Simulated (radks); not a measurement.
Q: Neutral cadmium, [Kr] 4d10 5s2. Calculated with a radial shooting solver on a logarithmic mesh with Libxc functionals: non-relativistic Kohn-Sham, exchange-only LDA, spin-polarised, spherical densities, point nucleus. Every spin shell is full or empty, so the densities are truly spherical. Functionals are evaluated on that one density, not self-consistently. Rank these exchange functionals by their error against the exact value of the orbitals, and give that value: LDA, PBE, PBEsol, WC, EV93, TPSS, Tao-Mo, MVS.

A: Exact: -148.615 hartree. From best to worst, with 100 (|E| - |E exact|)/|E exact| (equal figures are ties): MVS +0.09, TPSS -0.22, EV93 -0.23, PBE -0.37, Tao-Mo -0.75, WC -0.82, PBEsol -2.25, LDA -4.88.
